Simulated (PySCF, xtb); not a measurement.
ethenyl(ethynyl)silane (C4H6Si), SMILES C#C[SiH2]C=C. The values are those of a single conformer.

Harmonic wavenumbers (cm⁻¹) from GFN2-xTB (xtb) at its own minimum, in rising order: 40, 107, 210, 265, 293, 444, 516, 574, 647, 679, 683, 696, 750, 774, 920, 1010, 1029, 1276, 1426, 1672, 2195, 2208, 2224, 3023, 3067, 3093, 3351.

Question: What does PBE-D3(BJ)/def2-SVP run with PySCF give at its own minimum? (An estimate is asked for; the answer gives what the named calculation found.)

Answer: 67, 124, 231, 263, 312, 478, 595, 619, 684, 693, 700, 730, 828, 902, 945, 979, 1002, 1228, 1371, 1622, 2083, 2157, 2167, 3049, 3072, 3142, 3390. Paired by order, the mean absolute difference is 42 cm⁻¹ and the zero-point energies are 47.4 and 47.8 kcal/mol.
